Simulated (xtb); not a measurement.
OSi, charge +1, doublet, from a rough starting geometry (a state made from the parent by changing its charge; the spin is typed, not shown lowest); GFN2-xTB in xtb.

The xtb input:
```
$ xtb mol.xyz --gfn 2 --chrg 1 --uhf 1 --opt vtight --json

# file mol.xyz
2

Si     0.72158014    -0.00977998     0.02648567
O     -0.69773039    -0.01837352    -0.06112197
```

The log (banner, timings and long lists left out):

```
   ID    Z sym.   atoms
    1   14 Si     1
    2    8 O      2

           -------------------------------------------------
          |                Calculation Setup                |
           -------------------------------------------------

           -------------------------------------------------
          |                 G F N 2 - x T B                 |
           -------------------------------------------------

          ...................................................
          :                      SETUP                      :
          :.................................................:
          :  # basis functions                  14          :
          :  # atomic orbitals                  13          :
          :  # shells                            5          :
          :  # electrons                         9          :
          :  max. iterations                   250          :
          :  Hamiltonian                  GFN2-xTB          :
          :  restarted?                      false          :
          :  GBSA solvation                  false          :
          :  PC potential                    false          :
          :  electronic temp.          300.0000000     K    :
          :  accuracy                    1.0000000          :
          :  -> integral cutoff          0.2500000E+02      :
          :  -> integral neglect         0.1000000E-07      :
          :  -> SCF convergence          0.1000000E-05 Eh   :
          :  -> wf. convergence          0.1000000E-03 e    :
          :  Broyden damping             0.4000000          :
          :  net charge                          1          :
          :  unpaired electrons                  1          :
          ...................................................

 iter      E             dE          RMSdq      gap      omega  full diag
   1     -5.2672485 -0.526725E+01  0.271E+01    4.74       0.0  T
   2     -5.2925612 -0.253127E-01  0.160E+01    4.52       1.0  T
   3     -5.2718528  0.207084E-01  0.516E+00    4.04       1.0  T
   4     -5.2977689 -0.259161E-01  0.302E+00    4.20       1.0  T
   5     -5.2959427  0.182623E-02  0.175E+00    4.54       1.0  T
   6     -5.3010292 -0.508646E-02  0.562E-01    4.44       1.0  T
   7     -5.3013686 -0.339489E-03  0.347E-01    4.37       1.0  T
   8     -5.3015975 -0.228807E-03  0.272E-02    4.39       2.6  T
   9     -5.3015985 -0.998860E-06  0.105E-02    4.40       6.7  T
[...]
         :: total energy              -5.227948860153 Eh    ::
 * total energy  :    -5.2279489 Eh     change       -0.2309264E-13 Eh
 * total energy  :    -5.2348012 Eh     change       -0.6852317E-02 Eh
 * total energy  :    -5.2350542 Eh     change       -0.2530225E-03 Eh
 * total energy  :    -5.2350673 Eh     change       -0.1310226E-04 Eh
 * total energy  :    -5.2350673 Eh     change       -0.2648641E-07 Eh
   *** GEOMETRY OPTIMIZATION CONVERGED AFTER 5 ITERATIONS ***
         :: total energy              -5.235067328370 Eh    ::
[...]
         6                         -0.6204866             -16.8843 (LUMO)
         7                         -0.6204866             -16.8843
         8                         -0.4760744             -12.9546
         9                         -0.4142818             -11.2732
        10                         -0.4142818             -11.2732
        11                         -0.2967004              -8.0736
        12                         -0.2967004              -8.0736
        13                          0.6297887              17.1374
      -------------------------------------------------------------
                  HL-Gap            0.1568440 Eh            4.2679 eV
             Fermi-level           -0.7532500 Eh          -20.4970 eV

     #   Z          covCN         q      C6AA      α(0)
     1  14 Si       0.771     0.892   198.837    30.644
     2   8 O        0.771     0.108    13.767     4.973

 Mol. C6AA /au·bohr⁶  :        306.164979
 Mol. C8AA /au·bohr⁸  :      18054.593262
 Mol. α(0) /au        :         35.617242

Wiberg/Mayer (AO) data.
largest (>0.10) Wiberg bond orders for each atom

 ---------------------------------------------------------------------------
     #   Z sym  total        # sym  WBO       # sym  WBO       # sym  WBO
 ---------------------------------------------------------------------------
     1  14 Si   2.563 --     2 O    2.563
     2   8 O    2.563 --     1 Si   2.563
 ---------------------------------------------------------------------------

Topologies differ in total number of bonds
Writing topology from bond orders to xtbtopo.mol

molecular dipole:
                 x           y           z       tot (Debye)
 q only:        1.121      -0.020       0.035
   full:        2.180      -0.014       0.100       5.546
molecular quadrupole (traceless):
                xx          xy          yy          xz          yz          zz
 q only:        2.011      -0.027      -1.008       0.129      -0.001      -1.003
  q+dip:        4.986      -0.042      -2.501       0.351      -0.002      -2.485
   full:        1.806      -0.071      -0.902       0.056      -0.004      -0.904

optimized geometry written to: xtbopt.xyz

           -------------------------------------------------
          | TOTAL ENERGY               -5.235067328370 Eh   |
          | GRADIENT NORM               0.000162420839 Eh/α |
          | HOMO-LUMO GAP               4.267943172890 eV   |
           -------------------------------------------------
```
